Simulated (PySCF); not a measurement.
CH10N2Si2, SMILES NC[SiH2][SiH2]N.

Geometry: B3LYP-D3(BJ)/def2-SVP. The structure was generated by enumeration, and PubChem lists no compound with its InChIKey, so it may never have been made. Other conformers were not sampled.

Vertical ionisation energy (IE) and electron affinity (EA) in eV. Rows of orbital energies are one-electron estimates. Where ΔSCF, EOM or ADC give a negative EA the extra electron is unbound and the value depends on the basis.

```csv
level,IE,EA
"−ε(HOMO), −ε(LUMO), PBE0/def2-TZVP (PySCF)",___,___
"−ε(HOMO), −ε(LUMO), PBE/def2-TZVP (PySCF)",5.13,1.17
```

Problem. Some entries are withheld; supply them. (The exact figures need the calculation; the answer reports its results.)

Solution. 
- −ε(HOMO), −ε(LUMO), PBE0/def2-TZVP (PySCF), IE: 6.45
- −ε(HOMO), −ε(LUMO), PBE0/def2-TZVP (PySCF), EA: 0.36
